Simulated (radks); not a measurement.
Spin polarisation of the 4f1 shell in Ce. Start: [Xe] 4f(up 0.5, down 0.5) 5d(up 0.5, down 0.5) 6s2; electrons of 4f are moved from spin down to spin up, other shells keep equal spins. Calculated with a radial shooting solver on a logarithmic mesh with Libxc functionals: scalar-relativistic Kohn-Sham, PBE, spin-polarised, spherical densities, point nucleus.

\begin{tabular}{lrrrrrr}
moment (Bohr magnetons) & E - E(0) (eV) & e(4f up) (eV) & e(4f down) (eV) & 5d down minus up (eV) & 6s down minus up (eV) & 5p down minus up (eV) \\ \hline
0 & 0.000 & -5.381 & -5.381 & 0.000 & 0.000 & 0.000 \\
0.25 & -0.010 & -5.464 & -5.296 & 0.033 & 0.011 & 0.092 \\
0.5 & -0.042 & -5.543 & -5.207 & 0.067 & 0.021 & 0.183 \\
0.75 & -0.094 & -5.618 & -5.115 & 0.100 & 0.032 & 0.275 \\
1 & -0.168 & -5.690 & -5.020 & 0.134 & 0.043 & 0.367 \\
\end{tabular}

At moment 1 the spin-polarisation energy is -0.168 eV and the 4f exchange splitting 0.670 eV, that is 0.670 eV per Bohr magneton; E = -I m^2/4 would give I = 0.671 eV.
